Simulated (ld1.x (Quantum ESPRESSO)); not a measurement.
**Configuration tests for phosphorus (TM)**

ld1.x (Quantum ESPRESSO) 7.5 input, shortened:

```
&input
   title='P', zed=15., rel=1, dft='BLYP', iswitch=3,
   config='[Ne] 3s2 3p2.5'
 /
 &inputp
   pseudotype=2, tm=.true., lloc=0,
   nlcc=.false.
 /
2
3P  2  1   2.50   0.00  2.24  2.24  0.0
3S  1  0   2.00   0.00  1.65  1.65  0.0
 &test
   configts(1)='3s2 3p2.5'
 /
```

Energies are relative to the spin-unpolarised reference configuration 3s2 3p2.5; without spin polarisation the order of configurations can differ from experiment.

(1) Give the all-electron excitation energy and the error of the potential for: 3s2 3p3; 3s2 3p2; 3s2 3p1; 3s0 3p5; 3s1 3p0; 3s2 3p0; 3s2 3p3.3.

Levels in the configuration 3s2 3p3.3:

| level | all-electron (eV) | pseudo (eV) |
| --- | --- | --- |
| 3s | -11.403 | -11.408 |
| 3p | -3.096 | -3.099 |

Results:

(1)

| valence configuration | charge | ΔE all-electron (eV) | error AE − PS (meV) |
| --- | --- | --- | --- |
| 3s2 3p3 | 0 | -3.698 | +1.1 |
| 3s2 3p2 | +1 | 5.878 | +1.2 |
| 3s2 3p1 | +2 | 24.890 | +21 |
| 3s0 3p5 | 0 | 13.559 | +7.7 |
| 3s1 3p0 | +4 | 106.632 | +425 |
| 3s2 3p0 | +3 | 54.560 | +98 |
| 3s2 3p3.3 | -0.3 | -4.961 | +2.2 |

ld1.x printed “convergence not achieved” for 6 of the counted tests; their residual had stalled under 1e-8, short of the target of 1e-14.
